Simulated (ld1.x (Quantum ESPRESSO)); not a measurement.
Reading a pseudo-wave (fluorine (F))

Columns: radius, all-electron u(r) and pseudo u(r) of the 2s shell (level -57.12 eV) of fluorine in the configuration [He] 2s2 2p3.5; PBEsol, scalar-relativistic, TM semilocal scheme, ld1.x (Quantum ESPRESSO) 7.5.

| r (bohr) | all-electron | pseudo |
| --- | --- | --- |
| 0.062 | 0.4449 | -0.1054 |
| 0.124 | 0.4405 | -0.2110 |
| 0.186 | 0.2420 | -0.3169 |
| 0.248 | -0.0208 | -0.4233 |
| 0.310 | -0.2830 | -0.5297 |
| 0.372 | -0.5145 | -0.6351 |
| 0.434 | -0.7039 | -0.7373 |
| 0.496 | -0.8490 | -0.8327 |
| 0.558 | -0.9525 | -0.9166 |
| 0.620 | -1.0194 | -0.9838 |
| 0.682 | -1.0556 | -1.0299 |
| 0.744 | -1.0668 | -1.0526 |
| 0.806 | -1.0583 | -1.0525 |
| 0.868 | -1.0346 | -1.0331 |
| 0.930 | -0.9998 | -0.9997 |
| 0.992 | -0.9570 | -0.9570 |
| 1.054 | -0.9088 | -0.9088 |
| 1.116 | -0.8572 | -0.8572 |
| 1.178 | -0.8041 | -0.8041 |
| 1.240 | -0.7506 | -0.7506 |
| 1.302 | -0.6976 | -0.6976 |
| 1.364 | -0.6460 | -0.6460 |
| 1.426 | -0.5963 | -0.5963 |
| 1.488 | -0.5488 | -0.5488 |
| 1.550 | -0.5038 | -0.5038 |
| 1.612 | -0.4614 | -0.4614 |

How many radial nodes do the two functions have?

The all-electron 2s function has n − l − 1 = 1; the pseudo-wave has 0, since the states of the same l below it are removed with the core.

At about which radius was the pseudo-wave matched?

1.04 bohr. The columns agree to 0.0005 from 0.93 bohr on; several derivatives are matched, so the curves merge somewhat inside the radius.

Where does each function peak?

Outermost all-electron maximum near 0.74 bohr, pseudo maximum near 0.74 bohr (to the table’s step).

Is the pseudo-wave norm-conserving?

Yes: the TM semilocal scheme keeps the norm inside the radius equal to the all-electron one, which fixes the energy derivative of the logarithmic derivative at the level.
